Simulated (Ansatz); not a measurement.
Calculated with Ansatz (gas phase, PBE0-D4/def2-TZVP geometries, no zero-point term in ΔE). CBS: MP2 limit from def2 TZ/QZ plus the TZ coupled-cluster correction, frozen cores. Functionals use def2-TZVPP. B3LYP here is the variant with VWN-RPA as its local correlation; programs differ in this. HSE06 is defined as in plane-wave codes. For Zn outer-core shells are correlated without core-valence functions, which leaves a few kJ/mol of doubt a bond. Scalar relativity is left out up to krypton. One conformer a species, not always the lowest.

`C[S][ZnH]` → `S[CH2][ZnH]`  (isomerisation)

| level | ΔE (kcal/mol) | difference from CCSD(T)/CBS |
| --- | --- | --- |
| PBE-D4 | 24.2 | -0.9 |
| revPBE-D4 | 24.1 | -1.0 |
| r2SCAN0-D4 | 26.0 | 0.9 |
| CAM-B3LYP-D4 | 24.9 | -0.2 |
| ωB97X-V | 25.0 | -0.1 |
| ωB97M-V | 24.7 | -0.4 |
| PBE | 24.3 | -0.8 |
| r2SCAN | 25.3 | 0.2 |
| PBE0 | 25.3 | 0.2 |
| B3LYP | 25.3 | 0.2 |
| HSE06 | 25.3 | 0.2 |
| BHLYP | 26.6 | 1.5 |
| RPA@PBE/def2-TZVPP | 22.4 | -2.7 |
| HF/def2-SVP | 28.4 | 3.3 |
| HF/def2-TZVPP | 28.8 | 3.7 |
| SCS-MP2/def2-TZVPP | 24.3 | -0.8 |
| CCSD(T)/CBS | 25.1 | 0 |

Largest T1 diagnostic among the species: 0.014.

At CCSD(T), def2-SVP lies −1.2 kcal/mol from the extrapolated value and def2-TZVPP −1.1 kcal/mol. From PBE to PBE0 (25 % exact exchange), in def2-TZVPP and without D4, ΔE moves by +1.0 kcal/mol.
